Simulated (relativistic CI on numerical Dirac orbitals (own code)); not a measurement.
## One change at a time: Mo VII

Base calculation: Dirac-Coulomb-Breit CI, separate exchange-only KLI orbitals for each configuration, model QED, unscaled Slater integrals.

Configurations in the expansion (outside the closed core [Ar] 3d10): 4s²4p⁶, 4s²4p⁵4d, 4s4p⁶4d, 4s²4p⁵4f, 4s²4p⁵5s, 4s4p⁶4f, 4s²4p⁵5p, 4s²4p⁵5d, 4s²4p⁵6s, 4s²4p⁵6p, 4s4p⁶5s, 4p⁶4d², 4p⁵4d³, 4p⁵4d²4f, 4p⁵4d²5s, 4p⁵4d²5p. Double excitations out of closed p, d and f shells are left out; levels of such configurations are missing from the list, as are those of other unlisted configurations, and high levels can miss mixing partners. These lack a partner that the ground configuration has and come out too high: 4s²4p⁵5d, 4s²4p⁵6s, 4s²4p⁵6p.

Variants: (1) non-relativistic limit. Shifts of the energy above 4s²4p⁶ ¹S0, in cm⁻¹, for the lowest level and the first level of each name with at least 55 % of one term (blank where a level changes its place among those of its configuration and J or its character, or is not in the variant):

| Level | Base | Δ(1) | Measured |
| --- | --- | --- | --- |
| 4s²4p⁶ ¹S0 | 0 | 0 | 0 |
| 4s²4p⁵4d ³P°0 | 298704 | -1174 |  |
| 4s²4p⁵4d ³P°1 | 302046 | -4516 | 305563 |
| 4s²4p⁵4d ³P°2 | 308846 | -11316 |  |
| 4s²4p⁵4d ³F°4 | 311469 | -4114 |  |
| 4s²4p⁵4d ³F°3 | 314874 | -7519 |  |
| 4s²4p⁵4d ³F°2 | 320734 | -13379 |  |
| 4s²4p⁵4d ³D°3 | 334005 | -4495 |  |
| 4s²4p⁵4d ³D°1 | 342510 | -13000 | 341711 |
| 4s²4p⁵4d ³D°2 | 348092 | -18582 |  |
| 4s²4p⁵4d ¹F°3 | 350923 | -19404 |  |
| 4s²4p⁵4d ¹P°1 | 437554 | -9975 | 417538 |
| 4s²4p⁵5s ³P°2 | 476610 | +10548 |  |
| 4s²4p⁵5s ³P°0 | 499748 | -12590 |  |
| 4s²4p⁵5p ³S1 | 535912 | +979 |  |
| 4s²4p⁵5p ³D2 | 545966 | +6345 |  |
| 4s²4p⁵5p ³D3 | 549500 | +2812 |  |
| 4s²4p⁵5p ³P2 | 555640 |  |  |
| 4s²4p⁵5p ³P0 | 564531 | -4957 |  |
| 4s4p⁶4d ³D1 | 565159 | -24969 |  |
| 4s4p⁶4d ³D2 | 567620 | -27431 |  |
| 4s²4p⁵5p ³D1 | 569435 |  |  |

At this charge configurations can still be misplaced by up to about 7 % of their energy. 9 of the 18 excited levels that our extract of the measured tables holds in this range could be paired (the sources list more); they are missed by 4274 cm⁻¹ on average and 20016 at most, and levels without a partner can miss by more.

Measured levels: Sugar and Musgrove, J. Phys. Chem. Ref. Data 17, 155 (1988).

Ionisation energy from the two ground configurations alone: base 124.439 eV. The NIST ASD value (semi-empirical) is 125.638 eV.

LS names give the leading component of a level, which can be under half, so a name can repeat, a term be missing and a line seem to break the LS rules.
